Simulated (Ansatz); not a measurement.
Isolated molecules relaxed with PBE0-D4/def2-TZVP in Ansatz; ΔE leaves out vibrations. CCSD(T)/CBS is the MP2 limit (def2-TZVPP, def2-QZVPP) plus CCSD(T) − MP2 in def2-TZVPP, frozen cores. This one scheme is used for every species, atoms too. Functionals use def2-TZVPP. HSE06 is defined as in plane-wave codes. No spin–orbit coupling; open shells (•) take unrestricted orbitals. Spin–orbit coupling would lower the free atoms: a little for B, C; clearly for Ge, Se. For Ge, Se outer-core shells are correlated without core-valence functions, so the limit isn't a true one: a few kJ/mol of doubt a bond, and 10 to 20 or more in all where bonds break to atoms. Scalar relativity is left out up to krypton. Each species was taken in one conformer, which may not be the lowest.

Reaction (atomization): `B[CH2][GeH2][SeH]` → B• + C• + Ge• + 7 H• + Se•

CCSD(T)/CBS gives +3513.5 kJ/mol.

Problem. Another level gave +3471.2 kJ/mol. Which?
A. HSE06-D4/def2-TZVPP
B. BLYP-D4/def2-TZVPP
C. SCS-MP2/def2-TZVPP
D. LC-ωPBE/def2-TZVPP

Solution. B. BLYP-D4 3471.2, SCS-MP2/def2-TZVPP 3453.0, LC-ωPBE 3467.1, HSE06-D4 3505.0 kJ/mol.

Largest T1 diagnostic among the species: 0.014.

Leaving LDA and LC-ωPBE aside and taking each functional with its dispersion term where it has one, the values, not all of them listed here, spread over 80.8 kJ/mol, from BHLYP-D4 to B97M-V. LDA lies +452.5 kJ/mol from PBE without D4, its usual overbinding. From r2SCAN to r2SCAN0 (25 % exact exchange), in def2-TZVPP and without D4, ΔE moves by −31.1 kJ/mol: exact exchange takes away binding that semilocal exchange gives to molecules.

For atomizations the MP2-based limit and the directly extrapolated one differ by several kJ/mol either way, and by 10 to 25 for some Ge, Se and Sn compounds, so smaller differences from it don't rank the levels.
